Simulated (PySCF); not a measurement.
Species: C5H4F2S.
SMILES with atom numbers: `[F:1][CH:2]([F:3])[c:4]1[cH:5][cH:6][s:7][cH:8]1` (hydrogens: H9 on C2; H10 on C5; H11 on C6; H12 on C8)

Geometry (PBE0-D3(BJ)/def2-SVP, Å), atoms numbered from 1 in this order:
```
atom  x, y, z in Å
F1    -2.082   -0.783    1.076
C2    -1.700    0.131    0.153
F3    -2.149    1.343    0.548
C4    -0.211    0.143    0.017
C5     0.579   -1.031   -0.159
C6     1.911   -0.743   -0.275
S7     2.208    0.946   -0.170
C8     0.543    1.288    0.032
H9    -2.211   -0.124   -0.794
H10    0.173   -2.043   -0.187
H11    2.739   -1.437   -0.412
H12    0.187    2.310    0.159
```

The closed-shell ground state was solved at several levels (PySCF, density fitting, gas phase, non-relativistic).

| level | basis functions | HOMO (eV) | LUMO (eV) | gap (eV) | dipole (D) |
| --- | --- | --- | --- | --- | --- |
| PBE0/pcSseg-1 | 163 | -7.32 | -0.79 | 6.53 | 2.03 |
| wB97X-D/pcSseg-2 | 351 | -9.08 | 0.91 | 9.99 | 2.07 |

Problem. Estimate the row for CAM-B3LYP/def2-SVPD, a basis of 205 functions; the other rows only guide the guess.

Solution. HOMO -8.59 eV, LUMO 0.22 eV, gap 8.81 eV, dipole 2.17 D.

Problem. Over all these levels, which gives the widest orbital gap and which the narrowest?

Solution. wB97X-D/pcSseg-2 (range-separated hybrid) has the widest, 9.99 eV, and PBE0/pcSseg-1 (global hybrid, 25 % exact exchange) the narrowest, 6.53 eV. Functional and basis both differ between the two, so the spread mixes both effects.

Problem. How far do the dipole and the HOMO energy spread over the levels?

Solution. The dipole runs from 2.03 to 2.17 D (mean 2.09 D) and the HOMO from -9.08 to -7.32 eV.

One conformer stands for the species.
